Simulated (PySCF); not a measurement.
# Correlation energy of Ba(38+) (barium, charge +38)

[Ar], closed-shell 1S. All numbers are calculated (PySCF 2.14, no relativity, point nucleus, in an uncontracted even-tempered set (16 s from 6.9 bohr⁻², ratio 2.5; 10 p from 9 bohr⁻², ratio 2.5; 5 d from 40 bohr⁻², ratio 2.7; 4 f from 60 bohr⁻², ratio 2.7)). Frozen: 1s2; 16 electrons correlated; the 17 highest virtual orbitals of each spin left out.

| level | correlation energy (mhartree) |
| --- | --- |
| CCSD | -629.72 |
| (T) | -1.23 |
| CCSD(T) | -630.95 |

Diagnostics: T1 = 0.00032, D1 = 0.0007, largest double amplitude 0.016.

Is a single reference adequate?

Yes, within this model without spin-orbit coupling: T1 lies below 0.03 and no double amplitude reaches 0.07.

At this charge a non-relativistic calculation is a model, useful for the Z dependence of the correlation energy.
